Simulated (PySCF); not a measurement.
F2OTa, neutral, multiplicity 2. Atoms are numbered in the order given.

```xyz
4

Ta    -0.0455     0.0020     0.0000
O      0.1266    -1.7162     0.0000
F      0.1285     0.7545     1.7285
F      0.1285     0.7545    -1.7285
```
Charge 0, spin multiplicity 2.

Geometry optimised at PBE-D3(BJ)/def2-TZVP. The multiplicity is an assumed one; other spin states were not compared. The isomer is the one that the SMILES or the coordinates give; other isomers of the formula were not compared. The def2 effective core potentials stand for the cores of Ta; spin–orbit coupling is left out.

These are PySCF with TDA-B3LYP/def2-SVPD values and carry that method's errors.

Vertical excitations. Isolated molecule, no solvent.

Q: List the lowest excited states. (An estimate is asked for; the answer gives what the named calculation found.)

A: 
```tsv
state	energy (eV)	λ (nm)	f	main pairs
root 1	2.02	613	0.000	α HOMO→LUMO 99 %
root 2	2.92	424	0.016	α HOMO→LUMO+1 96 %
root 3	4.43	280	0.001	β HOMO→LUMO 99 %
root 4	4.76	261	0.001	β HOMO−1→LUMO 86 %
root 5	4.87	255	0.001	β HOMO−2→LUMO 86 %
root 6	5.08	244	0.037	α HOMO→LUMO+2 74 %
root 7	5.15	241	0.001	α HOMO−1→LUMO 93 %
root 8	5.24	237	0.001	α HOMO→LUMO+5 91 %
root 9	5.43	228	0.000	α HOMO−1→LUMO+1 78 %, β HOMO→LUMO+2 9 %
root 10	5.47	227	0.001	α HOMO−2→LUMO+1 39 %, α HOMO−3→LUMO+1 9 %, β HOMO−1→LUMO+2 18 %, β HOMO−2→LUMO+2 15 %, β HOMO→LUMO+1 7 %
```
Unrestricted roots are not spin-pure.
